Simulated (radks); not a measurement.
The numbers below are computed, except where a source is named.
Species: Be III. Configuration: [He].

Code: a radial shooting solver on a logarithmic mesh with Libxc functionals. Model: scalar-relativistic Kohn-Sham, SCAN, spin-polarised, spherical densities, finite nucleus; meta-GGA in the generalised Kohn-Sham scheme; Fermi nuclear charge, rms radius 2.519 fm.

Energy parts (eV):
total: -371.717
kinetic: 370.821
electron-nucleus: -803.127
Hartree: 123.721
exchange-correlation: -63.131

Orbitals (lengths in bohr, moments of r in powers of bohr; <r^-3> diverges for s and p1/2):
| orbital | occ. | eigenvalue (eV) | <r^4> | <r^2> | <r^-3> | <1/r> |
|---|---|---|---|---|---|---|
| 1s | 2 | -134.5459 | 0.1447 | 0.2341 | - | 3.689 |

The highest occupied level is 1s at -134.55 eV. For comparison, the ionisation energy in NIST's Atomic Spectra Database is 153.90 eV (theoretical). In exact Kohn-Sham theory the highest level is minus the ionisation energy, but local and semilocal functionals leave it too shallow, through self-interaction and a potential that decays too fast; potentials with the right tail come closer. Summed over all electrons, <r^2> = 0.4681 bohr^2, which gives a Langevin (diamagnetic) susceptibility term of -0.371 x 10^-6 cm^3/mol.
